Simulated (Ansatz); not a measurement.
Calculation: B3LYP-D3(BJ)/def2-SVP in Ansatz (a quantum-chemistry and plane-wave program). No frequencies were computed at this level.

Ansatz 0.2 input:
```yaml
crystal:
  periodic: [false, false, false]
  atoms:
    - { symbol: C, position_ang: [2.442907, 0.730683, -0.649936] }
    - { symbol: C, position_ang: [1.749398, -0.149772, 0.370361] }
    - { symbol: Sn, position_ang: [-0.459524, -0.180175, 0.172865] }
    - { symbol: C, position_ang: [-1.036949, -0.92721, -1.813567] }
    - { symbol: C, position_ang: [-1.327019, -1.489143, 1.713743] }
    - { symbol: C, position_ang: [-1.266521, 1.850861, 0.418702] }
    - { symbol: H, position_ang: [2.114269, 1.763031, -0.562698] }
    - { symbol: H, position_ang: [3.521052, 0.704113, -0.495453] }
    - { symbol: H, position_ang: [2.237969, 0.391679, -1.662051] }
    - { symbol: H, position_ang: [1.991246, 0.189204, 1.376179] }
    - { symbol: H, position_ang: [2.109075, -1.173262, 0.280519] }
    - { symbol: H, position_ang: [-0.646951, -1.925806, -1.973905] }
    - { symbol: H, position_ang: [-0.653011, -0.277645, -2.59181] }
    - { symbol: H, position_ang: [-2.116905, -0.962133, -1.898333] }
    - { symbol: H, position_ang: [-2.401594, -1.548167, 1.589305] }
    - { symbol: H, position_ang: [-1.117209, -1.10519, 2.705017] }
    - { symbol: H, position_ang: [-0.917871, -2.489682, 1.638992] }
    - { symbol: H, position_ang: [-0.914445, 2.499561, -0.375178] }
    - { symbol: H, position_ang: [-0.95828, 2.270615, 1.369446] }
    - { symbol: H, position_ang: [-2.349636, 1.828437, 0.387808] }
basis:
  gaussian: { orbitals: def2-svp }
hamiltonian:
  xc: b3lyp
  dispersion: d3bj
relax:
  max_steps: 150
```

Output:

```
Functional definition: B3LYP
1960 factors; integrals over basis functions are off by at most 4.1e-4 eV
mean field evaluation 1: about -11222.2110 eV, gradient 9.1e1 eV
mean field evaluation 2: about -11210.5996 eV, gradient 1.1e2 eV
mean field evaluation 4: about -11242.9899 eV, gradient 4.0e0 eV
mean field evaluation 8: about -11243.0580 eV, gradient 3.5e-2 eV
mean field evaluation 16: about -11243.0580 eV, gradient 8.6e-6 eV
mean field -11243.05804605 eV, -413.1747623738 hartree, gradient 8.6e-6 eV, S^2 0.000000; 0 other end points of the search recorded, 0 dependent functions left out
reference -11243.05835248 eV, -413.1747736348 hartree; 33, 33 occupied and 133, 133 virtual orbitals, 1960 factors
relax step   1: F+E_penalty+E_count = -11243.82965728 eV  Δ(F+E_penalty+E_count) = +0.000e0 eV  max|allowed force component| = 6.476e-1 eV/Å  Δτ_max = 0.0000 Å  (26 SCF iters, accepted)
these checks for a lower state are left out or cut short: starts, cluster_reference, orbital_swaps, neighbouring_geometries, increment
1960 factors; integrals over basis functions are off by at most 4.3e-4 eV
mean field -11243.12538804 eV, -413.1772371463 hartree, gradient 9.9e-6 eV, S^2 0.000000; 0 other end points of the search recorded, 0 dependent functions left out
reference -11243.12569175 eV, -413.1772483073 hartree; 33, 33 occupied and 133, 133 virtual orbitals, 1960 factors
relax step   2: F+E_penalty+E_count = -11243.90907363 eV  Δ(F+E_penalty+E_count) = -7.942e-2 eV  max|allowed force component| = 1.442e-1 eV/Å  Δτ_max = 0.0815 Å  (28 SCF iters, accepted)
these checks for a lower state are left out or cut short: starts, cluster_reference, orbital_swaps, neighbouring_geometries, increment
1960 factors; integrals over basis functions are off by at most 4.4e-4 eV
mean field -11243.13628577 eV, -413.1776376307 hartree, gradient 2.5e-5 eV, S^2 0.000000; 0 other end points of the search recorded, 0 dependent functions left out
reference -11243.13658882 eV, -413.1776487675 hartree; 33, 33 occupied and 133, 133 virtual orbitals, 1960 factors
relax step   3: F+E_penalty+E_count = -11243.91952318 eV  Δ(F+E_penalty+E_count) = -1.045e-2 eV  max|allowed force component| = 9.986e-2 eV/Å  Δτ_max = 0.0487 Å  (27 SCF iters, accepted)
these checks for a lower state are left out or cut short: starts, cluster_reference, orbital_swaps, neighbouring_geometries, increment
1960 factors; integrals over basis functions are off by at most 4.4e-4 eV
mean field evaluation 32: about -11243.1101 eV, gradient 5.3e-3 eV
mean field -11243.13829056 eV, -413.1777113053 hartree, gradient 2.5e-5 eV, S^2 0.000000; 0 other end points of the search recorded, 0 dependent functions left out
reference -11243.13859351 eV, -413.1777224385 hartree; 33, 33 occupied and 133, 133 virtual orbitals, 1960 factors
relax step   4: F+E_penalty+E_count = -11243.92071662 eV  Δ(F+E_penalty+E_count) = -1.193e-3 eV  max|allowed force component| = 1.526e-1 eV/Å  Δτ_max = 0.0389 Å  (27 SCF iters, accepted)
these checks for a lower state are left out or cut short: starts, cluster_reference, orbital_swaps, neighbouring_geometries, increment
1960 factors; integrals over basis functions are off by at most 4.4e-4 eV
mean field -11243.14113463 eV, -413.1778158229 hartree, gradient 2.5e-5 eV, S^2 0.000000; 0 other end points of the search recorded, 0 dependent functions left out
reference -11243.14143781 eV, -413.1778269647 hartree; 33, 33 occupied and 133, 133 virtual orbitals, 1960 factors
relax step   5: F+E_penalty+E_count = -11243.92295666 eV  Δ(F+E_penalty+E_count) = -2.240e-3 eV  max|allowed force component| = 1.824e-2 eV/Å  Δτ_max = 0.0240 Å  (28 SCF iters, accepted)
these checks for a lower state are left out or cut short: starts, cluster_reference, orbital_swaps, neighbouring_geometries, increment
1960 factors; integrals over basis functions are off by at most 4.4e-4 eV
mean field -11243.14165727 eV, -413.1778350297 hartree, gradient 2.5e-5 eV, S^2 0.000000; 0 other end points of the search recorded, 0 dependent functions left out
reference -11243.14196045 eV, -413.1778461713 hartree; 33, 33 occupied and 133, 133 virtual orbitals, 1960 factors
relax step   6: F+E_penalty+E_count = -11243.92311599 eV  Δ(F+E_penalty+E_count) = -1.593e-4 eV  max|allowed force component| = 4.143e-3 eV/Å  Δτ_max = 0.0107 Å  (21 SCF iters, accepted)
these checks for a lower state are left out or cut short: starts, cluster_reference, orbital_swaps, neighbouring_geometries, increment
1960 factors; integrals over basis functions are off by at most 4.4e-4 eV
mean field -11243.14168680 eV, -413.1778361146 hartree, gradient 8.3e-6 eV, S^2 0.000000; 0 other end points of the search recorded, 0 dependent functions left out
reference -11243.14198989 eV, -413.1778472530 hartree; 33, 33 occupied and 133, 133 virtual orbitals, 1960 factors
relax step   7: F+E_penalty+E_count = -11243.92316311 eV  Δ(F+E_penalty+E_count) = -4.712e-5 eV  max|allowed force component| = 3.312e-3 eV/Å  Δτ_max = 0.0123 Å  (22 SCF iters, accepted)
these checks for a lower state are left out or cut short: starts, cluster_reference, orbital_swaps, neighbouring_geometries, increment
1960 factors; integrals over basis functions are off by at most 4.4e-4 eV
mean field -11243.14159024 eV, -413.1778325664 hartree, gradient 1.5e-5 eV, S^2 0.000000; 0 other end points of the search recorded, 0 dependent functions left out
reference -11243.14189321 eV, -413.1778437003 hartree; 33, 33 occupied and 133, 133 virtual orbitals, 1960 factors
relax step   8: F+E_penalty+E_count = -11243.92319298 eV  Δ(F+E_penalty+E_count) = -2.987e-5 eV  max|allowed force component| = 6.665e-3 eV/Å  Δτ_max = 0.0145 Å  (22 SCF iters, accepted)
1960 factors; integrals over basis functions are off by at most 4.4e-4 eV
mean field evaluation 64: about -11243.1416 eV, gradient 1.5e-5 eV
mean field -11243.14159024 eV, -413.1778325664 hartree, gradient 1.5e-5 eV, S^2 0.000000; 1 other end points of the search recorded, 0 dependent functions left out
reference -11243.14189321 eV, -413.1778437003 hartree; 33, 33 occupied and 133, 133 virtual orbitals, 1960 factors
Total energy: -11243.92349595 eV, -413.2065670711 hartree
Atom 0 at     2.387163     0.742151    -0.669403 Å, force     0.004194     0.001789    -0.001670 eV/Å
Atom 1 at     1.712181    -0.152993     0.372073 Å, force    -0.001931     0.000260    -0.000349 eV/Å
Atom 2 at    -0.465265    -0.192905     0.190523 Å, force    -0.001352     0.001667    -0.002079 eV/Å
Atom 3 at    -0.995311    -0.929398    -1.787647 Å, force     0.000233    -0.002121    -0.003123 eV/Å
Atom 4 at    -1.331263    -1.485107     1.711422 Å, force     0.000899    -0.002060     0.002141 eV/Å
Atom 5 at    -1.230140     1.831198     0.423937 Å, force    -0.001551     0.006665     0.001453 eV/Å
Atom 6 at     2.049840     1.789092    -0.588990 Å, force    -0.002386    -0.000819     0.001490 eV/Å
Atom 7 at     3.485849     0.747879    -0.560249 Å, force     0.001730     0.000383    -0.000251 eV/Å
Atom 8 at     2.167235     0.410427    -1.697960 Å, force    -0.002311    -0.001606     0.000789 eV/Å
Atom 9 at     1.953077     0.181458     1.394798 Å, force     0.000138    -0.000977     0.000943 eV/Å
Atom 10 at     2.070351    -1.192620     0.289886 Å, force     0.000073    -0.000572     0.001049 eV/Å
Atom 11 at    -0.625284    -1.956692    -1.924208 Å, force    -0.001010     0.002083     0.000173 eV/Å
Atom 12 at    -0.550046    -0.288497    -2.563371 Å, force    -0.000697    -0.001120     0.001724 eV/Å
Atom 13 at    -2.088121    -0.928391    -1.915886 Å, force     0.001250     0.000499     0.000865 eV/Å
Atom 14 at    -2.426869    -1.508218     1.611912 Å, force     0.002817     0.000920    -0.000494 eV/Å
Atom 15 at    -1.076253    -1.115202     2.715852 Å, force    -0.000295    -0.000906    -0.001826 eV/Å
Atom 16 at    -0.945925    -2.510230     1.604668 Å, force    -0.001012     0.001996     0.000377 eV/Å
Atom 17 at    -0.790284     2.493380    -0.337029 Å, force    -0.002435    -0.003466     0.004466 eV/Å
Atom 18 at    -0.976442     2.222532     1.420768 Å, force    -0.001953    -0.002070    -0.005850 eV/Å
Atom 19 at    -2.324492     1.842134     0.308910 Å, force     0.005600    -0.000546     0.000172 eV/Å
Dipole moment:     0.012947    -0.010888     0.014901 e Å
```

Cost: roughly 2.2 core-minutes.
